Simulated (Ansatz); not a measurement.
H3GeN, SMILES `[NH2][GeH]` (lower singlet) (charge 0, multiplicity 1). This singlet lies 1.86 eV below the relaxed triplet at the level frozen-core CCSD(T)/cc-pVTZ // PBE0-D3(BJ)/def2-TZVP (Ansatz, a quantum-chemistry and plane-wave program).

The numbers are results of LC-ωPBE/cc-pVTZ // PBE0-D3(BJ)/def2-TZVP run with Ansatz, not measurements.

Ansatz 0.2 input:
```yaml
crystal:
  periodic: [false, false, false]
  atoms:
    - { symbol: N, position_ang: [-0.602088, -0.049502, 0.009752] }
    - { symbol: Ge, position_ang: [1.024558, -0.825007, 0.230771] }
    - { symbol: H, position_ang: [-0.764762, 0.90942, -0.252009] }
    - { symbol: H, position_ang: [-1.458553, -0.562776, 0.144038] }
    - { symbol: H, position_ang: [1.800846, 0.527865, -0.132552] }
basis:
  gaussian: { orbitals: cc-pVTZ }
hamiltonian:
  xc: lc_wpbe
```

Output:

```
Functional definition: LC-wPBE
712 factors; their error is unknown
207 factors; integrals over basis functions are off by at most 3.1e-5 eV
mean field evaluation 1: about -58045.5767 eV, gradient 5.0e1 eV
mean field evaluation 2: about -58043.8045 eV, gradient 5.6e1 eV
mean field evaluation 4: about -58049.9719 eV, gradient 5.5e-1 eV
mean field evaluation 8: about -58049.9648 eV, gradient 1.7e-1 eV
mean field evaluation 16: about -58049.9649 eV, gradient 1.8e-5 eV
mean field -58049.96487325 eV, -2133.2968614125 hartree, gradient 1.8e-5 eV, S^2 0.000000; 0 other end points of the search recorded, 0 dependent functions left out
reference -58049.96487325 eV, -2133.2968614127 hartree; 21, 21 occupied and 94, 94 virtual orbitals, 712 factors
Total energy: -58049.96487325 eV, -2133.2968614127 hartree
```
